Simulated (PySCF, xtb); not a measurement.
but-1-yne (C₄H₆), SMILES C#CCC.

Harmonic wavenumbers (cm⁻¹) from GFN2-xTB (xtb) at its own minimum, in rising order: 184, 195, 311, 455, 641, 665, 816, 899, 1074, 1083, 1083, 1231, 1316, 1410, 1455, 1496, 1504, 2297, 2941, 2956, 3032, 3037, 3042, 3398.

What does B3LYP-D3(BJ)/def2-SVP run with PySCF 2.14.0 give at its own minimum? (The exact figures need the calculation; the answer reports its results.)

204, 227, 369, 523, 689, 698, 786, 856, 1032, 1083, 1093, 1273, 1341, 1396, 1447, 1467, 1479, 2229, 3024, 3038, 3061, 3125, 3129, 3472. Paired by order, the mean absolute difference is 43 cm⁻¹ and the zero-point energies are 52.2 and 53.0 kcal/mol.
